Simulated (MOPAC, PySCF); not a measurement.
H$_{2}$ClISi, SMILES `Cl[SiH2]I`, neutral singlet in the gas phase. 

Cartesian coordinates (Å):
```xyz
5

Cl    -1.4140     1.4154    -0.0972
Si    -0.1091    -0.1538     0.0141
I      2.1880     0.6251    -0.0812
H     -0.3159    -0.8428     1.3039
H     -0.3491    -1.0438    -1.1397
```
Charge 0, spin multiplicity 1.

All levels are single points at this geometry (PBE0-D4/def2-TZVP); Pople sets use spherical d functions. Orbital energies aren't observables, and empty levels follow the basis.

HF/6-31G* (LANL2DZ on I) in PySCF gives HOMO (eV) = -10.50.

Q: Estimate the HOMO (eV) from each of these levels: B3LYP-D3(BJ)/def2-TZVP in PySCF; PBE0-D4/def2-TZVP in PySCF; B3LYP/6-31G* (LANL2DZ on I) in PySCF; B3LYP/LANL2DZ in PySCF; M06-2X/6-31G* (LANL2DZ on I) in PySCF; SVWN5/6-31G* (LANL2DZ on I) in PySCF; AM1 in MOPAC; PM3 in MOPAC.

A: 
```json
[
 {"level": "B3LYP-D3(BJ)/def2-TZVP in PySCF", "HOMO (eV)": "-7.69"},
 {"level": "PBE0-D4/def2-TZVP in PySCF", "HOMO (eV)": "-7.95"},
 {"level": "B3LYP/6-31G* (LANL2DZ on I) in PySCF", "HOMO (eV)": "-7.74"},
 {"level": "B3LYP/LANL2DZ in PySCF", "HOMO (eV)": "-7.85"},
 {"level": "M06-2X/6-31G* (LANL2DZ on I) in PySCF", "HOMO (eV)": "-8.92"},
 {"level": "SVWN5/6-31G* (LANL2DZ on I) in PySCF", "HOMO (eV)": "-6.92"},
 {"level": "AM1 in MOPAC", "HOMO (eV)": "-10.76"},
 {"level": "PM3 in MOPAC", "HOMO (eV)": "-10.60"}
]
```
